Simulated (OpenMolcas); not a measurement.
## W3+: moving or changing the point charges

W3+ among 6 point charges of -1.7 e arranged as an octahedron (Oh), 2 Å from the ion.
```
   2.0000    0.0000    0.0000  -1.70
   0.0000    2.0000    0.0000  -1.70
  -2.0000    0.0000    0.0000  -1.70
   0.0000   -2.0000    0.0000  -1.70
   0.0000    0.0000    2.0000  -1.70
   0.0000    0.0000   -2.0000  -1.70
```

- Program: OpenMolcas 26.06
- Method: SS-CASPT2, IPEA 0.25 Eh, imaginary shift 0.1 Eh (closed shells correlated: 4f 5s 5p)
- Basis: ANO-RCC-VDZP [7s6p4d2f1g]
- Scalar Hamiltonian: DKH2, point nucleus
- Active space: 3 electrons in 5 orbitals (5d)
- State averaging: 2S+1 = 4 even, 10 roots; 2S+1 = 2 even, 40 roots
- Spin-orbit coupling: state interaction with AMFI integrals over the reference wave functions

Runs around this geometry, states (labels of O, the rotations of Oh). Energies in cm-1 above the lowest state or level, χT in cm3 K/mol; 10Dq and B are least-squares fits to the states below 45000 cm-1, weighted by degeneracy, with a free offset, and given where the rms deviation is under 5 % of |10Dq| (or 100 cm-1) and under 700 cm-1.

| R (Å) | q (e) | Ground state | First state of that spin | 10Dq | B (rms of fit) | First gap with spin-orbit (degeneracies) | χT at 300 K | First state of another spin |
| --- | --- | --- | --- | --- | --- | --- | --- | --- |
| 2 | -0.85 | 4A2 | 4T2 8130 |  |  | 6970 (4, 4) | 0.447 | 2E 12360 |
| 1.92 | -1.7 | 4A2 | 4T2 20500 | 20860 | 607 (248) | 10750 (4, 4) | 1.157 | 2E 11870 |
| 2 | -1.7 | 4A2 | 4T2 16980 | 17473 | 618 (258) | 10440 (4, 4) | 1.014 | 2E 12050 |

Taking |10Dq| as R^-n, n = -ln(17473 / 20860) / ln(2 / 1.92) = 4.3 between the shortest and longest distance. The point-charge formula for a cubic d site gives n = 5.

Scaling the charges by -0.85 / -1.7 = 0.50 scales the first state of the same spin by 8130 / 16980 = 0.48; with fixed orbitals a first-order splitting would follow the charge.

Roots that are degenerate in the reference are averaged as groups; the widest CASPT2 spread within a group is 210 cm-1 (the 3-fold group of multiplicity 2 near 29500 cm-1 above the lowest state of its run, R = 2, q = -0.85). Shifts and gaps below about the spread of the groups concerned are not significant. Free-ion shares, where given, are those of the reference states; single-state CASPT2 does not remix them. This field is weak: 10Dq is about 8908 cm-1, while octahedral complexes of 5d ions of charge 3 and more, computed by the same method with explicit ligands, had a median near 35000 cm-1. Ground spin and moment need not be those of a real site (figures for R = 2, q = -0.85; the like holds for R = 1.92, q = -1.7, R = 2, q = -1.7). Point charges carry no covalency, so the field is a model and not that of real ligands. No measured value stands beside these numbers.
